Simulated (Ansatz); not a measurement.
A run for Ansatz (a quantum-chemistry and plane-wave program): R-CCSD(T)/cc-pV(Q+d)Z on FH2NSi (SMILES N[Si]F), a point of a torsion scan. Files ending in .json are basis or fitting sets from the Basis Set Exchange.

Ansatz 0.2 input:
```yaml
crystal:
  periodic: [false, false, false]
  atoms:
    - {symbol: N, position_ang: [-0.56928352, -0.03917555, -0.01855687]}
    - {symbol: Si, position_ang: [0.97213785, -0.53101338, 0.53201437]}
    - {symbol: F, position_ang: [0.56851008, -2.11151740, 0.77662126]}
    - {symbol: H, position_ang: [-0.92637153, 0.89128597, 0.11204486]}
    - {symbol: H, position_ang: [-1.32169391, -0.70661930, -0.13996709]}
basis:
  gaussian:
    orbitals: cc-pV_Q+d_Z.json
magnetization: {spin_polarized: false}
correlation: {method: ccsd_t, electrons: outside_noble_gas}
scf: {lower_state_search: off}
```

Problem. What total energy does the run end on?

Solution. -444.7965 hartree (reference determinant -444.1459, T1 diagnostic 0.014).

Problem. How many basis functions does it have, and what does it roughly cost on one machine?

Solution. 234 functions; very roughly 5 core-minutes.
